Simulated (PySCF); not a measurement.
CH₈OSi₂Te.
Atom-mapped SMILES: `[OH:1][SiH2:2][CH2:3][Te:4][SiH3:5]` (hydrogens: H6 on O1; H7, H8 on Si2; H9, H10 on C3; H11, H12, H13 on Si5)

Computed, not measured: PySCF, PBE0-D3(BJ)/def2-SVP geometry optimisation, gas phase, def2 core potentials past Kr.

Q: What internal coordinates does the optimisation give?

A: 
```csv
bond,length (Å)
O1–Si2,1.669
Si2–C3,1.866
C3–Te4,2.179
Te4–Si5,2.505
O1–H6,0.961
"Si2–H7, Si2–H8",1.497
"C3–H9, C3–H10",1.100
"Si5–H11, Si5–H12, Si5–H13",1.493
```

Bonds in one row agree within 0.01 Å and their mean is given. A selection of angles:
```csv
angle,degrees
Si2–O1–H6,117.4
O1–Si2–C3,107.5
O1–Si2–H7,110.9
C3–Si2–H7,109.0
H7–Si2–H8,108.4
Si2–C3–Te4,109.4
Si2–C3–H9,113.6
Si2–C3–H10,111.9
Te4–C3–H9,108.2
Te4–C3–H10,105.1
H9–C3–H10,108.2
C3–Te4–Si5,94.9
Te4–Si5–H11,107.9
Te4–Si5–H13,114.0
H11–Si5–H12,110.3
```

Torsions: O1–Si2–C3–Te4 179° (antiperiplanar); Si2–C3–Te4–Si5 -70° (synclinal); H6–O1–Si2–C3 180° (antiperiplanar). The mirror-image conformer, all signs reversed, is as good.

Te4 (tellurium bonded to C and Si) is bent (angle 94.9°). Si2 (oxygen-bound silicon) is tetrahedral (angles from 107.5° to 111.6°). Si5 (SiH3 silicon) is distorted tetrahedral (angles from 106.6° to 114.0°). Of the pairs four or more bonds apart, Si5···H7 is among the closest relative to their van der Waals radii: 3.16 Å, 96 % of the sum of Bondi's values.

Point group: C1 (no symmetry element, even within 0.4 Å). Stationary, but not proved a minimum. One conformer, not necessarily the lowest (H–O1–Si2–C3 180°, O1–Si2–C3–Te4 179°, Si2–C3–Te4–Si5 -70°).
